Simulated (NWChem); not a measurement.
All runs are NWChem calculations. System: F$_{2}$OS, charge 0, spin multiplicity 1, displaced from the optimised geometry. Level: RHF/cc-pVDZ, spin-restricted.

The NWChem input:

```
start mol
memory heap 200 mb stack 900 mb global 1100 mb
geometry units angstroms nocenter noautoz noautosym
  O     -1.391745    -0.329653     0.000000
  S     -0.160358     0.411194     0.000000
  F      0.761094    -0.218993     1.168964
  F      0.622876    -0.124465    -0.993619
end
basis spherical
  * library cc-pvdz
end
scf
  rhf
  nopen 0
  maxiter 100
  thresh 1e-7
  semidirect memsize 60000000 filesize 0
end
task scf energy
```

NWChem printed:

```
             Northwest Computational Chemistry Package (NWChem) 7.3.0
             --------------------------------------------------------

                                NWChem Input Module
                                -------------------

 Scaling coordinates for geometry "geometry" by  1.889725989
 (inverse scale =  0.529177249)

                             Geometry "geometry" -> ""
                             -------------------------

 Output coordinates in angstroms (scale by  1.889725989 to convert to a.u.)

  No.       Tag          Charge          X              Y              Z
 ---- ---------------- ---------- -------------- -------------- --------------
    1 O                    8.0000    -1.39174500    -0.32965300     0.00000000
    2 S                   16.0000    -0.16035800     0.41119400     0.00000000
    3 F                    9.0000     0.76109400    -0.21899300     1.16896400
    4 F                    9.0000     0.62287600    -0.12446500    -0.99361900

 Effective nuclear repulsion energy (a.u.)     201.9294654101

            Nuclear Dipole moment (a.u.)
            ----------------------------
        X                 Y               Z
 ---------------- ---------------- ----------------
    -2.3507397613     1.6076995026     2.9821860312


 Summary of "ao basis" -> "" (spherical)
 ------------------------------------------------------------------------------
       Tag                 Description            Shells   Functions and Types
 ---------------- ------------------------------  ------  ---------------------
 *                          cc-pvdz                   on all atoms

 Summary of "ao basis" -> "ao basis" (spherical)
 ------------------------------------------------------------------------------
       Tag                 Description            Shells   Functions and Types
 ---------------- ------------------------------  ------  ---------------------
 O                          cc-pvdz                  6       14   3s2p1d
 S                          cc-pvdz                  8       18   4s3p1d
 F                          cc-pvdz                  6       14   3s2p1d
[...]
   Bfn.  Coefficient  Atom+Function         Bfn.  Coefficient  Atom+Function
  ----- ------------  ---------------      ----- ------------  ---------------
    18      0.494783  2 S  s                  5     -0.448791  1 O  py
     8     -0.371506  1 O  py                23      0.299178  2 S  py
    37     -0.160489  3 F  py                17      0.150353  2 S  s

 Vector   22  Occ=0.000000D+00  E= 1.440646D-01
              MO Center= -2.9D-01,  4.8D-01,  1.5D-02, r^2= 2.0D+00
   Bfn.  Coefficient  Atom+Function         Bfn.  Coefficient  Atom+Function
  ----- ------------  ---------------      ----- ------------  ---------------
    27      0.875161  2 S  pz                24      0.435900  2 S  pz
    35     -0.381921  3 F  s                  9     -0.356998  1 O  pz
    49      0.264016  4 F  s                  6     -0.247580  1 O  pz
    25      0.205452  2 S  px                39      0.190468  3 F  px
    53     -0.161646  4 F  px                40     -0.156635  3 F  py

 Vector   23  Occ=0.000000D+00  E= 2.141750D-01
              MO Center= -1.1D-01,  6.2D-01,  8.0D-02, r^2= 2.2D+00
   Bfn.  Coefficient  Atom+Function         Bfn.  Coefficient  Atom+Function
  ----- ------------  ---------------      ----- ------------  ---------------
    25      1.194762  2 S  px                 3      0.653053  1 O  s
    49     -0.447922  4 F  s                 22      0.331510  2 S  px
     8      0.323409  1 O  py                27     -0.288266  2 S  pz
     5      0.209590  1 O  py                35     -0.195796  3 F  s
    55     -0.194660  4 F  pz                41      0.176163  3 F  pz

 Vector   24  Occ=0.000000D+00  E= 3.312087D-01
              MO Center= -1.6D-01, -7.8D-03,  2.9D-02, r^2= 2.4D+00
   Bfn.  Coefficient  Atom+Function         Bfn.  Coefficient  Atom+Function
  ----- ------------  ---------------      ----- ------------  ---------------
    18      1.251468  2 S  s                 26     -1.110227  2 S  py
     3     -0.805708  1 O  s                 49     -0.646006  4 F  s
     7     -0.540265  1 O  px                27     -0.373499  2 S  pz
    35     -0.301797  3 F  s                 17      0.292636  2 S  s
    53      0.279848  4 F  px                23     -0.270067  2 S  py

 center of mass
 --------------
 x =  -0.02406234 y =   0.02965044 z =   0.07323079

 moments of inertia (a.u.)
 ------------------
         188.969328745471          -2.170937722119         -18.523095469673
          -2.170937722119         338.372993920243           9.164121836647
         -18.523095469673           9.164121836647         208.885551460944

  Mulliken analysis of the total density
  --------------------------------------

    Atom       Charge   Shell Charges
 -----------   ------   -------------------------------------------------------
    1 O    8     8.56   2.00  0.85  0.99  2.78  1.91  0.02
    2 S   16    14.84   2.00  2.01  1.02  0.60  6.00  1.96  0.60  0.66
    3 F    9     9.41   2.00  0.90  1.05  3.31  2.15  0.01
    4 F    9     9.19   2.00  0.91  0.98  3.40  1.89  0.01

       Multipole analysis of the density wrt the origin
       ------------------------------------------------

     L   x y z        total         open         nuclear
     -   - - -        -----         ----         -------
     0   0 0 0     -0.000000      0.000000     42.000000

     1   1 0 0      0.551869      0.000000     -2.350740
     1   0 1 0      0.764976      0.000000      1.607700
     1   0 0 1     -0.475175      0.000000      2.982186

     2   2 0 0    -23.067898      0.000000     87.891804
     2   1 1 0     -0.815720      0.000000      1.491015
     2   1 0 1     -0.714956      0.000000      8.703078
     2   0 2 0    -19.536338      0.000000     14.804569
     2   0 1 1      0.144743      0.000000     -4.252842
     2   0 0 2    -20.329805      0.000000     75.648712

 Task  times  cpu:        1.1s     wall:        1.1s

 Total times  cpu:        1.1s     wall:        1.1s
```
